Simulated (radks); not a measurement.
Q: Species: the holmium ion Ho+. Configuration: [Kr] 4d10 4f11 5p6 6s1 5d2 (not the ground configuration). Method: Dirac Kohn-Sham, PBEsol, spin-unpolarised, spherical densities, point nucleus; open shells are shared between the two j in proportion to 2j + 1; computed with a radial shooting solver on a logarithmic mesh with Libxc functionals.

Spin-orbit splittings of the eigenvalues, e(l+1/2) - e(l-1/2), with zeta = 2 splitting/(2l+1) and mean radii in bohr:

| shell | occ. | splitting (eV) | zeta (eV) | <r> j=l-1/2 | <r> j=l+1/2 |
|---|---|---|---|---|---|
| 2p | 6 | 856.5 | 571.0 | 0.07291 | 0.08008 |
| 3p | 6 | 178.9 | 119.3 | 0.2192 | 0.2327 |
| 3d | 10 | 39.11 | 15.64 | 0.2054 | 0.2096 |
| 4p | 6 | 40.11 | 26.74 | 0.5289 | 0.5601 |
| 4d | 10 | 7.274 | 2.909 | 0.5905 | 0.6016 |
| 4f | 11 | ? | ? | 0.8002 | 0.8141 |
| 5p | 6 | 5.462 | 3.641 | 1.402 | 1.500 |
| 5d | 2 | 0.4136 | 0.1654 | 2.313 | 2.377 |
| 6p | 0 | 0.5225 | 0.3483 | 4.195 | 4.453 |

Estimate the 4f splitting.

A: 1.011 eV (zeta = 0.2890 eV).
